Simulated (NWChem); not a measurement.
Molecule: trichlorofluoromethane (CCl₃F); SMILES FC(Cl)(Cl)Cl

```xyz
5

F      0.0000     0.0000     1.5891
C      0.0000     0.0000     0.2517
Cl     0.8319    -1.4803    -0.3095
Cl     0.8660     1.4606    -0.3095
Cl    -1.6979     0.0197    -0.3095
```
Atoms are numbered in this order, from 1.

Results from NWChem. Pople sets run with spherical d functions. All runs use the structure optimised with B3LYP/6-31G* (spherical d). No frequency run checked for a minimum. GIAO values for the isolated, static molecule; σ is the absolute isotropic shielding.

```
level                                                        σ F1 (ppm)  σ C2 (ppm)  σ Cl3 (ppm)
-----------------------------------------------------------  ----------  ----------  -----------
Hartree-Fock/6-31G*                                                   ?           ?            ?
B3LYP/6-31G*                                                      181.1        44.0        378.9
B3LYP/6-311G**                                                    152.1        32.4        366.9
PBE/pcSseg-1                                                      129.9        22.9        308.0
PBE0/pcSseg-1                                                     164.1        34.0        360.3
KT2/pcSseg-1                                                      123.4        33.0        323.7
LDA (Slater exchange, VWN5)/pcSseg-1                              124.5        18.1        274.8
BHandHLYP/pcSseg-1                                                192.4        37.9        384.1
PBE0/pcSseg-2                                                     162.9        28.3        371.4
B3LYP/IGLO-III                                                    156.3        20.4        324.1
Hartree-Fock/STO-3G                                               384.9       125.7        896.9
PBE0/6-31G*                                                       186.0        51.4        402.6
PBE0/def2-SVP                                                     202.8        41.6        481.4
PBE/x2c-SVPall-s, scalar ZORA without spin-orbit coupling         149.4        23.0        391.1
PBE0/x2c-SVPall-s, scalar ZORA without spin-orbit coupling        183.6        34.1        440.7
PBE0/x2c-TZVPall-s, scalar ZORA without spin-orbit coupling       162.3        30.1        365.3
```

Question: Complete the blanks.

Answer: 
- Hartree-Fock/6-31G*, σ F1 (ppm): 260.2
- Hartree-Fock/6-31G*, σ C2 (ppm): 75.6
- Hartree-Fock/6-31G*, σ Cl3 (ppm): 524.2
